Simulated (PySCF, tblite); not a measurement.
Isomers of C3H15NOSi3, one GFN2-xTB conformer each. Single-point energies are computed at PBE0/pcSseg-1 (PySCF, gas phase, no added dispersion term), electronic only.

Question: Rank them by PBE0/pcSseg-1 energy, lowest first (kJ/mol).
A. `[OH:1][CH2:2][CH2:3][C@@H:4]([SiH3:5])[SiH2:6][NH:7][SiH3:8]` with H–O1–C2–C3 55°, O1–C2–C3–C4 59°, C2–C3–C4–Si5 72°, C3–C4–Si6–N7 176°, C4–Si6–N7–Si8 -178°
B. `[CH3:1][SiH2:2][Si@@:3]([CH3:4])([OH:5])[CH2:6][SiH2:7][NH2:8]` with C1–Si2–Si3–C4 -44°, Si2–Si3–O5–H 177°, Si2–Si3–C6–Si7 -49°, Si3–C6–Si7–N8 79°, C6–Si7–N8–H 179° and -44°
C. `[CH3:1][O:2][CH2:3][Si@@H:4]([NH2:5])[CH2:6][SiH2:7][SiH3:8]` with C1–O2–C3–Si4 -179°, O2–C3–Si4–N5 -54°, C3–Si4–N5–H -64° and 69°, C3–Si4–C6–Si7 67°, Si4–C6–Si7–Si8 176°

Answer: B (0.0), A (198.3), C (226.6).

As drawn, the lowest has an O–H bond and an Si–O bond, which the highest lacks. GFN2-xTB itself gives, in the same order: 2.6, 0.0, 160.3. GFN2-xTB puts OCC[C@@H]([SiH3])[SiH2]N[SiH3] lowest instead; measured from each level's own lowest isomer, the values differ by up to 198.3 kJ/mol (OCC[C@@H]([SiH3])[SiH2]N[SiH3]: 0.0 against 198.3).

Q: Which frontier levels, dipoles and rotational constants go with these structures?

A: 
```
                        SMILES  HOMO (eV, PBE0/pcSseg-1)  LUMO (eV)  dipole (D)       A, B, C (MHz)
   C[SiH2][Si@@](C)(O)C[SiH2]N                     -7.17       0.19        1.22  1427, 750.2, 588.1
OCC[C@@H]([SiH3])[SiH2]N[SiH3]                     -7.31       0.22        1.00  2077, 483.4, 435.1
    COC[Si@@H](N)C[SiH2][SiH3]                     -7.13       0.21        2.11  1607, 497.6, 422.8
```

Q: What happens when harmonic zero-point energies from GFN2-xTB frequencies are added?

A: 
```json
{"SMILES": "C[SiH2][Si@@](C)(O)C[SiH2]N", "ZPE (kJ/mol)": "452.9", "electronic (kJ/mol)": "0.0", "with ZPE (kJ/mol)": "0.0"}
{"SMILES": "OCC[C@@H]([SiH3])[SiH2]N[SiH3]", "ZPE (kJ/mol)": "436.8", "electronic (kJ/mol)": "198.3", "with ZPE (kJ/mol)": "182.2"}
{"SMILES": "COC[Si@@H](N)C[SiH2][SiH3]", "ZPE (kJ/mol)": "442.8", "electronic (kJ/mol)": "226.6", "with ZPE (kJ/mol)": "216.5"}
```

The zero-point energies span 16.1 kJ/mol. The order is unchanged.
